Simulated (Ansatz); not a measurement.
C2H6ClFSi can be A, `FCC[SiH2]Cl`, or B, `FC(Cl)C[SiH3]`.

Isolated molecules relaxed with PBE0-D4/def2-TZVP in Ansatz; ΔE leaves out vibrations. CCSD(T)/CBS adds triple-zeta CCSD(T) − MP2 to the extrapolated MP2 energy (def2 sets, frozen cores). DFT in def2-TZVPP. B3LYP here is the variant with VWN-RPA as its local correlation; programs differ in this. One conformer a species, not always the lowest.

Which is lower in electronic energy at CCSD(T)/CBS, and by how much? (Best estimate.)

Computed: A, by 35.7 kcal/mol.

Give E(B) − E(A) in kcal/mol with B3LYP, HF/def2-TZVPP, ωB97M-V, CCSD(T)/def2-TZVPP, B2PLYP, CCSD/def2-TZVPP, MP2/def2-TZVPP. (An estimate is asked.)

Computed: B3LYP 34.9, HF/def2-TZVPP 38.0, ωB97M-V 35.4, CCSD(T)/def2-TZVPP 35.0, B2PLYP 35.4, CCSD/def2-TZVPP 35.8, MP2/def2-TZVPP 36.2. None reverses the order clearly.

Largest T1 diagnostic: 0.011.

In def2-TZVPP, CCSD(T) changes the Hartree–Fock value by −3.1 kcal/mol (the triples alone add −0.8 kcal/mol) and MP2 by −1.9 kcal/mol. From PBE to PBE0 (25 % exact exchange), in def2-TZVPP and without D4, E(B) − E(A) moves by +1.8 kcal/mol.
